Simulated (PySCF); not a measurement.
B(Me)(OAc)(OH) (C₃H₇BO₃), SMILES CB(O)OC(C)=O.

Geometry optimised at PBE-D3(BJ)/def2-SVP. One conformer was computed; it need not be the lowest.

Level of theory: TDA-B3LYP/def2-SVPD (PySCF).

Vertical excitations. Gas-phase values at a fixed geometry.

| state | energy (eV) | λ (nm) | f | main pairs |
|---|---|---|---|---|
| S1 | 5.40 | 230 | 0.001 | HOMO→LUMO 97 % |
| S2 | 6.94 | 179 | 0.020 | HOMO→LUMO+1 97 % |
| S3 | 7.28 | 170 | 0.003 | HOMO−2→LUMO 81 %, HOMO−1→LUMO 14 % |
| S4 | 7.73 | 160 | 0.150 | HOMO−1→LUMO 54 %, HOMO→LUMO+2 16 %, HOMO−2→LUMO 10 %, HOMO→LUMO+3 10 % |
| S5 | 7.81 | 159 | 0.019 | HOMO→LUMO+3 86 % |
| S6 | 7.96 | 156 | 0.031 | HOMO→LUMO+2 69 % |
| T1 | 4.87 | 254 | 0 | HOMO→LUMO 95 % |
| T2 | 5.97 | 208 | 0 | HOMO−1→LUMO 68 %, HOMO−3→LUMO 11 % |
Triplets are in the Tamm–Dancoff approximation.
